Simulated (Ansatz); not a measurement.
A run for Ansatz (a quantum-chemistry and plane-wave program): U-HF/def2-TZVPP on H4PSi (SMILES [SiH3][PH]), 2S+1 = 2.

Ansatz 0.2 input:
```yaml
crystal:
  periodic: [false, false, false]
  atoms:
    - {symbol: Si, position_ang: [-1.00606605, -0.34315473, 0.09099603]}
    - {symbol: P, position_ang: [1.10886002, 0.45561288, -0.11643552]}
    - {symbol: H, position_ang: [-1.21448406, -0.90414328, 1.44030225]}
    - {symbol: H, position_ang: [-1.95341918, 0.76685981, -0.12221861]}
    - {symbol: H, position_ang: [-1.25992570, -1.39495768, -0.91301559]}
    - {symbol: H, position_ang: [1.71151446, -0.79549527, 0.13286199]}
basis:
  gaussian:
    orbitals: def2-TZVPP
hamiltonian:
  xc: {name: HF}
magnetization: {spin_polarized: true, initial_magnetization: 1}
accuracy: high
phonons: {}
```

The log:

```
WARN ansatz: RAYON_NUM_THREADS=4 ignored (pool sized by the plan → 4); use --threads N
Functional definition: HF
integrals: 0.29 GiB planned
2529 factors; integrals over basis functions are off by at most 2.2e-9 eV
mean field: 0.77 GiB planned
mean field evaluation 1: about -17196.3673 eV, gradient 9.2e0 eV
mean field evaluation 2: about -17196.3680 eV, gradient 9.2e0 eV
mean field evaluation 4: about -17197.5501 eV, gradient 8.0e-1 eV
mean field evaluation 8: about -17197.5610 eV, gradient 4.9e-4 eV
mean field -17197.56097723 eV, -631.9987089878 hartree, gradient 2.5e-8 eV, S^2 0.767986; 0 other end points of the search recorded, 0 dependent functions left out
the calculation of the forces begins
reference -17197.56097723 eV, -631.9987089878 hartree; 17, 16 occupied and 123, 124 virtual orbitals, 2529 factors
these checks for a lower state are left out or cut short: stability, starts, cluster_reference, orbital_swaps, neighbouring_geometries, increment
integrals: 0.29 GiB planned
2529 factors; integrals over basis functions are off by at most 2.2e-9 eV
mean field: 0.77 GiB planned
mean field evaluation 16: about -17197.5608 eV, gradient 8.3e-2 eV
mean field -17197.56087994 eV, -631.9987054125 hartree, gradient 2.3e-8 eV, S^2 0.767984; 0 other end points of the search recorded, 0 dependent functions left out
the calculation of the forces begins
reference -17197.56087994 eV, -631.9987054125 hartree; 17, 16 occupied and 123, 124 virtual orbitals, 2529 factors
these checks for a lower state are left out or cut short: stability, starts, cluster_reference, orbital_swaps, neighbouring_geometries, increment
integrals: 0.29 GiB planned
2529 factors; integrals over basis functions are off by at most 2.2e-9 eV
mean field: 0.77 GiB planned
mean field evaluation 32: about -17197.5609 eV, gradient 2.4e-8 eV
mean field -17197.56087985 eV, -631.9987054089 hartree, gradient 2.4e-8 eV, S^2 0.767989; 0 other end points of the search recorded, 0 dependent functions left out
the calculation of the forces begins
reference -17197.56087985 eV, -631.9987054089 hartree; 17, 16 occupied and 123, 124 virtual orbitals, 2529 factors
these checks for a lower state are left out or cut short: stability, starts, cluster_reference, orbital_swaps, neighbouring_geometries, increment
integrals: 0.29 GiB planned
2529 factors; integrals over basis functions are off by at most 2.2e-9 eV
mean field: 0.77 GiB planned
mean field -17197.56089103 eV, -631.9987058197 hartree, gradient 2.2e-8 eV, S^2 0.767979; 0 other end points of the search recorded, 0 dependent functions left out
the calculation of the forces begins
reference -17197.56089103 eV, -631.9987058197 hartree; 17, 16 occupied and 123, 124 virtual orbitals, 2529 factors
these checks for a lower state are left out or cut short: stability, starts, cluster_reference, orbital_swaps, neighbouring_geometries, increment
integrals: 0.29 GiB planned
2529 factors; integrals over basis functions are off by at most 2.2e-9 eV
mean field: 0.77 GiB planned
mean field -17197.56089099 eV, -631.9987058183 hartree, gradient 2.6e-8 eV, S^2 0.767994; 0 other end points of the search recorded, 0 dependent functions left out
the calculation of the forces begins
reference -17197.56089099 eV, -631.9987058183 hartree; 17, 16 occupied and 123, 124 virtual orbitals, 2529 factors
these checks for a lower state are left out or cut short: stability, starts, cluster_reference, orbital_swaps, neighbouring_geometries, increment
integrals: 0.29 GiB planned
2529 factors; integrals over basis functions are off by at most 2.2e-9 eV
mean field: 0.77 GiB planned
mean field -17197.56090627 eV, -631.9987063801 hartree, gradient 1.7e-8 eV, S^2 0.767992; 0 other end points of the search recorded, 0 dependent functions left out
the calculation of the forces begins
reference -17197.56090627 eV, -631.9987063801 hartree; 17, 16 occupied and 123, 124 virtual orbitals, 2529 factors
these checks for a lower state are left out or cut short: stability, starts, cluster_reference, orbital_swaps, neighbouring_geometries, increment
integrals: 0.29 GiB planned
2529 factors; integrals over basis functions are off by at most 2.2e-9 eV
mean field: 0.77 GiB planned
mean field evaluation 64: about -17197.5609 eV, gradient 1.5e-8 eV
mean field -17197.56090590 eV, -631.9987063662 hartree, gradient 1.4e-8 eV, S^2 0.767980; 0 other end points of the search recorded, 0 dependent functions left out
the calculation of the forces begins
reference -17197.56090590 eV, -631.9987063662 hartree; 17, 16 occupied and 123, 124 virtual orbitals, 2529 factors
these checks for a lower state are left out or cut short: stability, starts, cluster_reference, orbital_swaps, neighbouring_geometries, increment
integrals: 0.29 GiB planned
2529 factors; integrals over basis functions are off by at most 2.2e-9 eV
mean field: 0.77 GiB planned
mean field -1719
[...]
s; integrals over basis functions are off by at most 2.2e-9 eV
mean field: 0.77 GiB planned
mean field -17197.56096257 eV, -631.9987084488 hartree, gradient 9.9e-9 eV, S^2 0.767986; 0 other end points of the search recorded, 0 dependent functions left out
the calculation of the forces begins
reference -17197.56096257 eV, -631.9987084488 hartree; 17, 16 occupied and 123, 124 virtual orbitals, 2529 factors
these checks for a lower state are left out or cut short: stability, starts, cluster_reference, orbital_swaps, neighbouring_geometries, increment
integrals: 0.29 GiB planned
2529 factors; integrals over basis functions are off by at most 2.2e-9 eV
mean field: 0.77 GiB planned
mean field -17197.56096257 eV, -631.9987084489 hartree, gradient 9.1e-9 eV, S^2 0.767986; 0 other end points of the search recorded, 0 dependent functions left out
the calculation of the forces begins
reference -17197.56096257 eV, -631.9987084489 hartree; 17, 16 occupied and 123, 124 virtual orbitals, 2529 factors
these checks for a lower state are left out or cut short: stability, starts, cluster_reference, orbital_swaps, neighbouring_geometries, increment
integrals: 0.29 GiB planned
2529 factors; integrals over basis functions are off by at most 2.2e-9 eV
mean field: 0.77 GiB planned
mean field -17197.56092613 eV, -631.9987071097 hartree, gradient 1.5e-8 eV, S^2 0.767987; 0 other end points of the search recorded, 0 dependent functions left out
the calculation of the forces begins
reference -17197.56092613 eV, -631.9987071097 hartree; 17, 16 occupied and 123, 124 virtual orbitals, 2529 factors
these checks for a lower state are left out or cut short: stability, starts, cluster_reference, orbital_swaps, neighbouring_geometries, increment
integrals: 0.29 GiB planned
2529 factors; integrals over basis functions are off by at most 2.2e-9 eV
mean field: 0.77 GiB planned
mean field evaluation 128: about -17197.5609 eV, gradient 2.2e-7 eV
mean field -17197.56092580 eV, -631.9987070977 hartree, gradient 1.4e-8 eV, S^2 0.767985; 0 other end points of the search recorded, 0 dependent functions left out
the calculation of the forces begins
reference -17197.56092580 eV, -631.9987070977 hartree; 17, 16 occupied and 123, 124 virtual orbitals, 2529 factors
these checks for a lower state are left out or cut short: stability, starts, cluster_reference, orbital_swaps, neighbouring_geometries, increment
integrals: 0.29 GiB planned
2529 factors; integrals over basis functions are off by at most 2.2e-9 eV
mean field: 0.77 GiB planned
mean field -17197.56093865 eV, -631.9987075700 hartree, gradient 1.0e-8 eV, S^2 0.767986; 0 other end points of the search recorded, 0 dependent functions left out
the calculation of the forces begins
reference -17197.56093865 eV, -631.9987075700 hartree; 17, 16 occupied and 123, 124 virtual orbitals, 2529 factors
these checks for a lower state are left out or cut short: stability, starts, cluster_reference, orbital_swaps, neighbouring_geometries, increment
integrals: 0.29 GiB planned
2529 factors; integrals over basis functions are off by at most 2.2e-9 eV
mean field: 0.77 GiB planned
mean field -17197.56093863 eV, -631.9987075693 hartree, gradient 1.1e-8 eV, S^2 0.767986; 0 other end points of the search recorded, 0 dependent functions left out
the calculation of the forces begins
reference -17197.56093863 eV, -631.9987075693 hartree; 17, 16 occupied and 123, 124 virtual orbitals, 2529 factors
these checks for a lower state are left out or cut short: stability, starts, cluster_reference, orbital_swaps, neighbouring_geometries, increment
integrals: 0.29 GiB planned
2529 factors; integrals over basis functions are off by at most 2.2e-9 eV
mean field: 0.77 GiB planned
mean field -17197.56095919 eV, -631.9987083246 hartree, gradient 1.2e-8 eV, S^2 0.767985; 0 other end points of the search recorded, 0 dependent functions left out
the calculation of the forces begins
reference -17197.56095919 eV, -631.9987083246 hartree; 17, 16 occupied and 123, 124 virtual orbitals, 2529 factors
these checks for a lower state are left out or cut short: stability, starts, cluster_reference, orbital_swaps, neighbouring_geometries, increment
integrals: 0.29 GiB planned
2529 factors; integrals over basis functions are off by at most 2.2e-9 eV
mean field: 0.77 GiB planned
mean field evaluation 160: about -17197.5610 eV, gradient 3.4e-5 eV
mean field -17197.56095912 eV, -631.9987083223 hartree, gradient 1.1e-8 eV, S^2 0.767987; 0 other end points of the search recorded, 0 dependent functions left out
the calculation of the forces begins
reference -17197.56095912 eV, -631.9987083223 hartree; 17, 16 occupied and 123, 124 virtual orbitals, 2529 factors
these checks for a lower state are left out or cut short: stability, starts, cluster_reference, orbital_swaps, neighbouring_geometries, increment
integrals: 0.29 GiB planned
2529 factors; integrals over basis functions are off by at most 2.2e-9 eV
mean field: 0.77 GiB planned
mean field -17197.56091964 eV, -631.9987068714 hartree, gradient 9.5e-9 eV, S^2 0.767984; 0 other end points of the search recorded, 0 dependent functions left out
the calculation of the forces begins
reference -17197.56091964 eV, -631.9987068714 hartree; 17, 16 occupied and 123, 124 virtual orbitals, 2529 factors
these checks for a lower state are left out or cut short: stability, starts, cluster_reference, orbital_swaps, neighbouring_geometries, increment
integrals: 0.29 GiB planned
2529 factors; integrals over basis functions are off by at most 2.2e-9 eV
mean field: 0.77 GiB planned
mean field -17197.56092002 eV, -631.9987068854 hartree, gradient 1.2e-8 eV, S^2 0.767989; 0 other end points of the search recorded, 0 dependent functions left out
the calculation of the forces begins
reference -17197.56092002 eV, -631.9987068854 hartree; 17, 16 occupied and 123, 124 virtual orbitals, 2529 factors
these checks for a lower state are left out or cut short: stability, starts, cluster_reference, orbital_swaps, neighbouring_geometries, increment
integrals: 0.29 GiB planned
2529 factors; integrals over basis functions are off by at most 2.2e-9 eV
mean field: 0.77 GiB planned
mean field -17197.56096774 eV, -631.9987086389 hartree, gradient 2.1e-8 eV, S^2 0.767987; 0 other end points of the search recorded, 0 dependent functions left out
the calculation of the forces begins
reference -17197.56096774 eV, -631.9987086389 hartree; 17, 16 occupied and 123, 124 virtual orbitals, 2529 factors
these checks for a lower state are left out or cut short: stability, starts, cluster_reference, orbital_swaps, neighbouring_geometries, increment
integrals: 0.29 GiB planned
2529 factors; integrals over basis functions are off by at most 2.2e-9 eV
mean field: 0.77 GiB planned
mean field evaluation 192: about -17197.5610 eV, gradient 6.0e-2 eV
mean field -17197.56096775 eV, -631.9987086392 hartree, gradient 1.9e-8 eV, S^2 0.767986; 0 other end points of the search recorded, 0 dependent functions left out
the calculation of the forces begins
reference -17197.56096775 eV, -631.9987086392 hartree; 17, 16 occupied and 123, 124 virtual orbitals, 2529 factors
Total energy: -17197.56097723 eV, -631.9987089878 hartree
Atom 0 at    -1.006066    -0.343155     0.090996 Å, force    -0.000004     0.000039    -0.000008 eV/Å
Atom 1 at     1.108860     0.455613    -0.116436 Å, force    -0.000005    -0.000001     0.000000 eV/Å
Atom 2 at    -1.214484    -0.904143     1.440302 Å, force    -0.000008    -0.000005     0.000004 eV/Å
Atom 3 at    -1.953419     0.766860    -0.122219 Å, force     0.000014    -0.000025     0.000005 eV/Å
Atom 4 at    -1.259926    -1.394958    -0.913016 Å, force    -0.000008    -0.000006    -0.000002 eV/Å
Atom 5 at     1.711514    -0.795495     0.132862 Å, force     0.000011    -0.000002     0.000000 eV/Å
Dipole moment:    -0.071660    -0.139952     0.030573 e Å
Vibrations: 187.21 465.36 521.73 558.08 836.79 997.03 1026.26 1029.18 2308.47 2311.24 2320.69 2494.45 cm⁻¹, zero-point energy 0.933383 eV
```

The calculation finished and met its thresholds.

Cost: about 110 core-seconds (a rough figure).
